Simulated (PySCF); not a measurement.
Method: PBE-D3(BJ)/def2-TZVP // B3LYP-D3(BJ)/def2-TZVP run with PySCF. Gas-phase values, no solvent. One relaxed conformer stands for a flexible species; it need not be the lowest. Excitations are Tamm–Dancoff values on a coarser integration grid. The basis has no diffuse functions, so Rydberg states are missing or too high.

Reference species (SMILES): `[SiH](=C)O[SiH3]` (C–Si–O–Si torsion 1°) (neutral, multiplicity 1).

```yaml
brightest of the four lowest singlets (TDA): 5.54 eV
S1 excitation (TDA): 4.16 eV
HOMO–LUMO gap: 3.93 eV
```

Changed species: `[SiH2]=C([SiH3])O` (H–O–C–Si torsion 161°).

### Question
Predict the effect on the brightest of the four lowest singlets (TDA), S1 excitation (TDA) and HOMO–LUMO gap.

### Answer
the brightest of the four lowest singlets (TDA) drops by 0.83 eV, to 4.71 eV; the S1 excitation (TDA) falls by 0.02 eV, to 4.14 eV; the HOMO–LUMO gap drops by 1.02 eV, to 2.91 eV.
